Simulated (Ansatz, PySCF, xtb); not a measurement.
Dimer: ethylamine (SMILES CCN) (first 10 atoms) with HF (SMILES F); geometry from B3LYP-D3(BJ)/def2-TZVP, rigid monomers moved along the line of their centres of mass till N3···H12 is 2.86 Å.
(charge 0, multiplicity 1):
| atom | x (Å) | y (Å) | z (Å) |
|---|---|---|---|
| C | 1.2488 | 0.4907 | 0.0162 |
| C | -0.2581 | 0.3102 | -0.0588 |
| N | -0.6906 | -0.7789 | 0.8387 |
| H | 1.5661 | 1.3184 | -0.6192 |
| H | 1.5586 | 0.6969 | 1.0408 |
| H | 1.7683 | -0.4086 | -0.3250 |
| H | -0.5677 | 0.1293 | -1.0943 |
| H | -0.7585 | 1.2201 | 0.2771 |
| H | -1.6941 | -0.9165 | 0.7888 |
| H | -0.2540 | -1.6555 | 0.5716 |
| F | -0.0192 | -0.0530 | 4.5132 |
| H | -0.3041 | -0.3820 | 3.6416 |

Interaction energies are E(AB) − E(A) − E(B) at the monomers' geometry in the complex; basis-set methods are counterpoise corrected. Rows marked so take none.

Rows in 3-21G, 6-31G*, STO-3G carry no dispersion term and start afresh at each structure (6-31G* with six Cartesian d functions). MP2/6-31G* freezes PySCF's default core.

Run with Ansatz (Gaussian orbitals); PySCF for 3-21G rows, 6-31G* rows, STO-3G rows, the dispersion terms; xtb for the GFN methods. Values without a source in brackets are computed.

```json
[
 {"level": "GFN2-xTB", "interaction energy (meV)": "-169.5"},
 {"level": "HF/STO-3G (no counterpoise)", "interaction energy (meV)": "-101.1"},
 {"level": "HF/3-21G (no counterpoise)", "interaction energy (meV)": "-282.3"},
 {"level": "B3LYP/def2-TZVPPD", "interaction energy (meV)": "-211.4"},
 {"level": "PBE0/def2-TZVPPD", "interaction energy (meV)": "…"},
 {"level": "PBE0-D3(BJ)/def2-TZVPPD", "interaction energy (meV)": "-235.3"},
 {"level": "PBE0-D4/def2-TZVPPD", "interaction energy (meV)": "-230.8"},
 {"level": "wB97X-V/def2-TZVPPD", "interaction energy (meV)": "-227.8"},
 {"level": "MP2/6-31G*", "interaction energy (meV)": "-231.2"}
]
```

**Question.** What belongs in the gaps?

**Answer.** 
- PBE0/def2-TZVPPD, interaction energy (meV): -220.6

Ansatz is a first-principles code.
